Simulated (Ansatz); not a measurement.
The cluster Nb₂B₂. Charge 0, multiplicity 3. Geometry r2SCAN-D4/def2-TZVP; atoms count from 1.

```xyz
4

Nb   -0.194    1.242    0.225
Nb   -0.245    0.160   -1.719
B     0.269   -0.458    1.482
B     0.171   -0.945    0.012
```

In the def2 sets Nb takes a core potential; there is no spin–orbit coupling. The structure comes from a short search, and lower isomers may exist.

(1) Estimate the Mulliken populations from the PBE0/def2-TZVP orbitals of Ansatz.

(2) Where does the spin sit?

(3) And the Mayer bond orders between bonded heavy atoms (over 0.3)?

## Answers

(1) 
```csv
atom,charge (e),spin (α − β),d electrons
Nb1,0.33,0.02,3.84
Nb2,0.26,1.32,3.78
B3,-0.27,0.69,–
B4,-0.32,-0.03,–
```
Mulliken values and Mayer orders depend strongly on the basis.

(2) Summed by element: Nb 1.34, B 0.66, of 2 unpaired in all. Largest on single atoms: Nb2 1.32, B3 0.69, B4 -0.03.

(3) Nb1–Nb2 3.23 (2.23 Å); Nb1–B3 1.26 (2.16 Å); Nb1–B4 0.86 (2.23 Å); Nb2–B4 1.27 (2.10 Å); B3–B4 1.41 (1.55 Å). Values over 0.3 also appear between atoms too far apart for a bond (Nb2–B3 0.30 at 3.30 Å); they arise where an orbital or an unpaired electron spreads over both atoms.
